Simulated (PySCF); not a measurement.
2,5-dihydro-1H-silole (C₄H₈Si), SMILES C1=CC[SiH2]C1.

The structure is a stationary point at PBE-D3(BJ)/def2-SVP. One conformer was computed; it need not be the lowest.

Level of theory: PBE-D3(BJ)/def2-SVP run with PySCF.

Frequencies are harmonic and unscaled.

Q: Estimate the vibrational spectrum. (The exact figures need the calculation; the answer reports its results.)

A: 
```json
[
 {"mode": "1", "ν (cm⁻¹)": "39", "IR (km/mol)": "1.8", "moving atoms (share of kinetic energy)": "H 54 %, C 40 %"},
 {"mode": "2", "ν (cm⁻¹)": "356", "IR (km/mol)": "0.0", "moving atoms (share of kinetic energy)": "C 51 %, H 49 %"},
 {"mode": "3", "ν (cm⁻¹)": "440", "IR (km/mol)": "9.8", "moving atoms (share of kinetic energy)": "C 46 %, Si 44 %, H 10 %"},
 {"mode": "4", "ν (cm⁻¹)": "448", "IR (km/mol)": "2.8", "moving atoms (share of kinetic energy)": "H 91 %"},
 {"mode": "5", "ν (cm⁻¹)": "569", "IR (km/mol)": "0.0", "moving atoms (share of kinetic energy)": "H 94 %"},
 {"mode": "6", "ν (cm⁻¹)": "612", "IR (km/mol)": "9.7", "moving atoms (share of kinetic energy)": "C 57 %, Si 28 %, H 15 %"},
 {"mode": "7", "ν (cm⁻¹)": "652", "IR (km/mol)": "76.4", "moving atoms (share of kinetic energy)": "H 84 %, C 12 %"},
 {"mode": "8", "ν (cm⁻¹)": "674", "IR (km/mol)": "1.7", "moving atoms (share of kinetic energy)": "C 63 %, H 23 %, Si 14 %"},
 {"mode": "9", "ν (cm⁻¹)": "713", "IR (km/mol)": "28.1", "moving atoms (share of kinetic energy)": "H 59 %, C 40 %"},
 {"mode": "10", "ν (cm⁻¹)": "808", "IR (km/mol)": "0.0", "moving atoms (share of kinetic energy)": "H 69 %, C 31 %"},
 {"mode": "11", "ν (cm⁻¹)": "812", "IR (km/mol)": "7.8", "moving atoms (share of kinetic energy)": "H 63 %, C 29 %"},
 {"mode": "12", "ν (cm⁻¹)": "826", "IR (km/mol)": "54.6", "moving atoms (share of kinetic energy)": "H 49 %, C 36 %, Si 15 %"},
 {"mode": "13", "ν (cm⁻¹)": "909", "IR (km/mol)": "18.9", "moving atoms (share of kinetic energy)": "C 52 %, H 48 %"},
 {"mode": "14", "ν (cm⁻¹)": "931", "IR (km/mol)": "68.9", "moving atoms (share of kinetic energy)": "H 82 %, C 14 %"},
 {"mode": "15", "ν (cm⁻¹)": "942", "IR (km/mol)": "0.2", "moving atoms (share of kinetic energy)": "H 84 %, C 16 %"},
 {"mode": "16", "ν (cm⁻¹)": "943", "IR (km/mol)": "32.7", "moving atoms (share of kinetic energy)": "H 59 %, C 41 %"},
 {"mode": "17", "ν (cm⁻¹)": "1077", "IR (km/mol)": "17.4", "moving atoms (share of kinetic energy)": "H 83 %, C 17 %"},
 {"mode": "18", "ν (cm⁻¹)": "1081", "IR (km/mol)": "0.0", "moving atoms (share of kinetic energy)": "H 82 %, C 18 %"},
 {"mode": "19", "ν (cm⁻¹)": "1082", "IR (km/mol)": "16.2", "moving atoms (share of kinetic energy)": "H 86 %, C 13 %"},
 {"mode": "20", "ν (cm⁻¹)": "1153", "IR (km/mol)": "1.8", "moving atoms (share of kinetic energy)": "C 53 %, H 47 %"},
 {"mode": "21", "ν (cm⁻¹)": "1189", "IR (km/mol)": "8.1", "moving atoms (share of kinetic energy)": "H 66 %, C 34 %"},
 {"mode": "22", "ν (cm⁻¹)": "1317", "IR (km/mol)": "0.5", "moving atoms (share of kinetic energy)": "H 62 %, C 38 %"},
 {"mode": "23", "ν (cm⁻¹)": "1362", "IR (km/mol)": "0.5", "moving atoms (share of kinetic energy)": "H 91 %, C 9 %"},
 {"mode": "24", "ν (cm⁻¹)": "1363", "IR (km/mol)": "9.9", "moving atoms (share of kinetic energy)": "H 91 %, C 9 %"},
 {"mode": "25", "ν (cm⁻¹)": "1647", "IR (km/mol)": "18.1", "moving atoms (share of kinetic energy)": "C 92 %"},
 {"mode": "26", "ν (cm⁻¹)": "2155", "IR (km/mol)": "113.4", "moving atoms (share of kinetic energy)": "H 98 %"},
 {"mode": "27", "ν (cm⁻¹)": "2159", "IR (km/mol)": "123.2", "moving atoms (share of kinetic energy)": "H 96 %"},
 {"mode": "28", "ν (cm⁻¹)": "2973", "IR (km/mol)": "25.9", "moving atoms (share of kinetic energy)": "H 95 %"},
 {"mode": "29", "ν (cm⁻¹)": "2973", "IR (km/mol)": "1.6", "moving atoms (share of kinetic energy)": "H 95 %"},
 {"mode": "30", "ν (cm⁻¹)": "3012", "IR (km/mol)": "0.0", "moving atoms (share of kinetic energy)": "H 91 %, C 9 %"},
 {"mode": "31", "ν (cm⁻¹)": "3013", "IR (km/mol)": "8.8", "moving atoms (share of kinetic energy)": "H 91 %, C 9 %"},
 {"mode": "32", "ν (cm⁻¹)": "3076", "IR (km/mol)": "3.6", "moving atoms (share of kinetic energy)": "H 92 %"},
 {"mode": "33", "ν (cm⁻¹)": "3098", "IR (km/mol)": "31.1", "moving atoms (share of kinetic energy)": "H 91 %, C 9 %"}
]
```
